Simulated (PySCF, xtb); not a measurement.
diselenium (Se2), SMILES [Se]=[Se] (connectivity only; charge and spin as stated), neutral, multiplicity 3.

Harmonic wavenumbers (cm⁻¹) from GFN2-xTB run with xtb 6.7.1 at its own minimum, in rising order: 365.

Question: What does PBE0-D3(BJ)/def2-TZVP (PySCF) give at its own minimum? (Estimate from the structure and the level; the computed values follow.)

Answer: 407. Paired by order, the mean absolute difference is 42 cm⁻¹ and the zero-point energies are 0.5 and 0.6 kcal/mol.
